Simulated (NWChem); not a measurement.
System: C2H6FNSi; SMILES [SiH2](N)C(F)=C

```xyz
11

C      0.8993     1.8883     0.4101
C      0.0534     0.9539    -0.0250
F     -1.2487     1.3088    -0.2631
Si     0.4108    -0.8690    -0.3733
N     -0.4710    -2.0226     0.5709
H      0.5841     2.9162     0.5697
H      1.9349     1.6355     0.6102
H      1.8652    -1.0432    -0.1236
H      0.0536    -1.1336    -1.7899
H     -0.3471    -2.0524     1.5763
H     -1.4358    -2.2138     0.3271
```
Atoms are numbered in this order, from 1.

Program: NWChem. Pople sets run with spherical d functions. Coordinates come from a B3LYP/6-31G* (spherical d) optimisation. B3LYP is NWChem's, with the RPA form of VWN correlation. Level: B3LYP/6-31G* with SMD (1 M gas to 1 M solution), gas-phase geometry. Reactions with the solvent are ignored.

For solvent water:

```
Property                                     Value
-------------------------------------------  -----
solvation free energy (kcal/mol)              -0.3
cavity-dispersion-structure term (kcal/mol)    5.3
dipole in solution (D)                        1.63
```

**Question.** What are these values for solvent toluene?

**Answer.** The solvation free energy (kcal/mol) is -2.0 and the cavity-dispersion-structure term (kcal/mol) is 1.1. The dipole in solution (D) comes out as 1.46.
